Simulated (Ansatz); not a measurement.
Energy landscape of H3P (cation, charge +1), doublet: umbrella (inversion) coordinate, bond length relaxed. Scanned: angle between the P-H bonds and the threefold axis (90 = planar). Other coordinates (P-H bond length) were minimised at PBE0/def2-TZVP.

The free coordinates were minimised at PBE0/def2-TZVP in PySCF; the energy column is Ansatz (a first-principles code) with full CI/cc-pVDZ, frozen core, in kcal/mol.

```json
[
 {"a / °": "92.60", "P-H bond length / Å": "1.399", "E": "2.6"},
 {"a / °": "95.86", "P-H bond length / Å": "1.400", "E": "2.0"},
 {"a / °": "98.56", "P-H bond length / Å": "1.401", "E": "1.2"},
 {"a / °": "102", "P-H bond length / Å": "1.403", "E": "0.3"},
 {"a / °": "105.37", "P-H bond length / Å": "1.405", "E": "0.0"},
 {"a / °": "107.73", "P-H bond length / Å": "1.406", "E": "0.3"},
 {"a / °": "110.62", "P-H bond length / Å": "1.408", "E": "1.4"},
 {"a / °": "113.75", "P-H bond length / Å": "1.410", "E": "3.6"},
 {"a / °": "117.60", "P-H bond length / Å": "1.413", "E": "8.2"},
 {"a / °": "120.19", "P-H bond length / Å": "1.416", "E": "12.5"},
 {"a / °": "123.38", "P-H bond length / Å": "1.419", "E": "19.2"},
 {"a / °": "125.74", "P-H bond length / Å": "1.422", "E": "25.2"},
 {"a / °": "128.82", "P-H bond length / Å": "1.427", "E": "34.5"},
 {"a / °": "132", "P-H bond length / Å": "1.432", "E": "45.8"}
]
```

The scan ran from 90.0 to 132.0; beyond the range shown the relaxed coordinates jump or full CI changes its symmetry label.
